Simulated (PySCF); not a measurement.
Compound: C5H11NSi.
Atom-mapped SMILES: `[CH3:1][C:2]#[C:3][SiH2:4][N:5]([CH3:6])[CH3:7]` (hydrogens: H8, H9, H10 on C1; H11, H12 on Si4; H13, H14, H15 on C6; H16, H17, H18 on C7)

Cartesian coordinates in Å at the GFN2-xTB level; atoms count from 1:
```
atom  x, y, z in Å
C1     3.7960   -0.2779   -0.5072
C2     2.4546    0.0737   -0.0931
C3     1.3342    0.3640    0.2406
Si4   -0.3664    0.8217    0.7920
N5    -1.4298    0.1939   -0.4096
C6    -1.2419   -1.1204   -0.9673
C7    -2.7968    0.6343   -0.4944
H8     4.5256    0.3012    0.0589
H9     3.9763   -1.3388   -0.3321
H10    3.9255   -0.0670   -1.5689
H11   -0.5776    2.2727    0.7799
H12   -0.5510    0.2870    2.1582
H13   -1.5954   -1.1387   -2.0029
H14   -1.7940   -1.8871   -0.4077
H15   -0.1842   -1.3721   -0.9527
H16   -2.8811    1.6522   -0.1216
H17   -3.1295    0.6132   -1.5372
H18   -3.4734   -0.0055    0.0886
```

Computed, not measured: TDDFT CAM-B3LYP/def2-SVPD, vertical, gas phase, core orbitals frozen in the response in PySCF.

Ground-to-excited transition dipoles (e·a0, same axes as the geometry; the sign carries no meaning), for the states with f of 0.002 or more among the lowest 8:

| state | E (hartree) | μx | μy | μz |
| --- | --- | --- | --- | --- |
| S1 | 0.2060 | 0.146 | 0.193 | -0.032 |
| S3 | 0.2316 | -0.084 | -0.075 | 0.334 |
| S4 | 0.2335 | -0.092 | 0.134 | -0.311 |
| S5 | 0.2360 | -0.033 | -0.109 | -0.121 |
| S7 | 0.2479 | -0.382 | -0.154 | -0.140 |
| S8 | 0.2627 | 0.121 | 0.044 | 0.090 |

Problem. Work out the oscillator strengths.

Solution. f = (2/3) ΔE |μ|² with ΔE in hartree (27.2114 eV).

| state | \|μ\|² (au) | \|μ\| (D) | f |
| --- | --- | --- | --- |
| S1 | 0.059 | 0.62 | 0.008 |
| S3 | 0.124 | 0.90 | 0.019 |
| S4 | 0.123 | 0.89 | 0.019 |
| S5 | 0.028 | 0.42 | 0.004 |
| S7 | 0.189 | 1.11 | 0.031 |
| S8 | 0.025 | 0.40 | 0.004 |

Problem. Which bond between heavy atoms lies closest to the direction of the S7 transition dipole?

Solution. Si4–N5, at 26° from it; next N5–C7 at 42°.

Problem. What angle do the transition dipoles of S4 and S7 make?

Solution. |cos θ| = |μa·μb| / (|μa| |μb|) = 0.38, so θ ≈ 68° (taken between 0 and 90°, since the signs are arbitrary).

Problem. How is the summed strength of these states shared among x, y and z?

Solution. (2/3) Σ ΔE μα² gives 0.032 for x, 0.015 for y and 0.039 for z, 0.086 in all.

Problem. What peak molar absorption coefficient would the strongest computed level give as a lone Gaussian band 0.4 eV wide at half height?

Solution. ε(max) = 2.175×10⁸ f / FWHM, with the width in cm⁻¹. S7: 2.175×10⁸ × 0.0313 / 3226 ≈ 2100 L mol⁻¹ cm⁻¹.

Time: 2.5 min wall, 2.0 min CPU; peak memory 1.1 GiB. Hardware: one thread, AMD EPYC (x86_64), on a shared host.

One conformer stands for the species.
